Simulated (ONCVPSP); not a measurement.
arsenic (As): one change to an ONCV potential, before and after

| Item | Value |
| --- | --- |
| Element | arsenic (As) |
| Generator | ONCVPSP 4.0.1 |
| Type | optimised norm-conserving Vanderbilt (ONCV) |
| Functional | PBE |
| Relativity | scalar-relativistic |
| Frozen core | [Ar] |
| Valence charge | 15 |
| Reference configuration | 3d10 4s2 4p3 |
| Partial waves | 4s: rc 1.70 bohr, ncon 4, nbas 8, qcut 5 1/bohr, 2 projectors, debl 2.6 Ha; 4p: rc 1.55 bohr, ncon 4, nbas 7, qcut 4.9 1/bohr, 2 projectors, debl 3 Ha; 3d: rc 0.70 bohr, ncon 4, nbas 9, qcut 20 1/bohr, 2 projectors, debl 3.7 Ha |
| Local potential | polynomial inside 0.60 bohr (lpopt 5, dvloc0 1 Ha) |
| Core correction | Teter function, fcfact 5.75, rcfact 1.3 |

All-electron outer shells of the reference configuration (PBE, scalar-relativistic, ld1.x):

```
shell  level (eV)  outermost node (bohr)  outermost maximum (bohr)
   3s     -190.31                   0.25                      0.52
   3p     -133.68                   0.22                      0.52
   3d      -40.65                      –                      0.47
   4s      -14.49                   0.73                      1.61
   4p       -5.19                   0.78                      2.00
```

Change: d: rc 0.5; local potential polynomial inside 0.50 bohr (lpopt 5, dvloc0 1 Ha).

Cutoffs: the cutoffs (Ha) at which the residual kinetic energy of the hardest occupied pseudo-wave falls to 1 and 0.1 mHa per electron; they do not see the model core or the augmentation charge, which bear on the density cutoff. Errors are all-electron minus pseudo energies relative to the spin-unpolarised reference configuration.

Task: Predict the effect on cutoff, ghosts and configuration errors.

Result: The potential gets harder (174 Ha and 195 Ha → 1052 Ha and 1263 Ha); the bound ghosts move from s to p, s; the lowest positive-energy flag moves from p at 19.3 eV to s at 187.9 eV; of the 4 tests that both files solve, the error grows in 4 and shrinks in 0 by more than 15 % and 0.3 meV (median size 1.2 → 3.0 meV); the range in which the p phases agree widens (upper end 0.7 → at the end of the scan). A smaller radius makes the pseudo-wave follow the all-electron one further in, where it bends more sharply, so more plane waves are needed. That the errors move this way runs against the usual rule that smaller radii transfer better.

```tsv
quantity	base	changed
cutoff, loose	174 Ha	1052 Ha
cutoff, tight	195 Ha	1263 Ha
loose cutoff by channel	s 10 Ha, p 8.3 Ha, d 174 Ha	s 10 Ha, p 8.3 Ha, d 1052 Ha
bound ghosts	s	s, p
GHOST(+) flags under 300 eV	p at 19.3 eV	s at 187.9 eV
error for 3d10 4s2 4p2, meV [ΔE 9.15 eV]	-0.9	-1.6
error for 3d10 4s2 4p1, meV [ΔE 27.07 eV]	-2.1	-4.9
error for 3d10 4s2 4p0, meV [ΔE 54.77 eV]	-1.6	-3.3
error for 3d10 4s1 4p3, meV [ΔE 19.26 eV]	-0.6	-2.7
s: phases at 1.72 bohr within 0.05 rad from the reference energy up to (Ha; the scan ends near 5)	4.7	4.6
p: phases at 1.57 bohr within 0.05 rad from the reference energy up to (Ha; the scan ends near 5)	0.7	to the end of the scan
rms error of d²Exc/dni dnj with the model core, mHa	1.55	1.56
```

 A true bound ghost makes a file unfit for plane-wave use even where its test errors are small: the radial tests pick states by their node count and pass the ghost by.
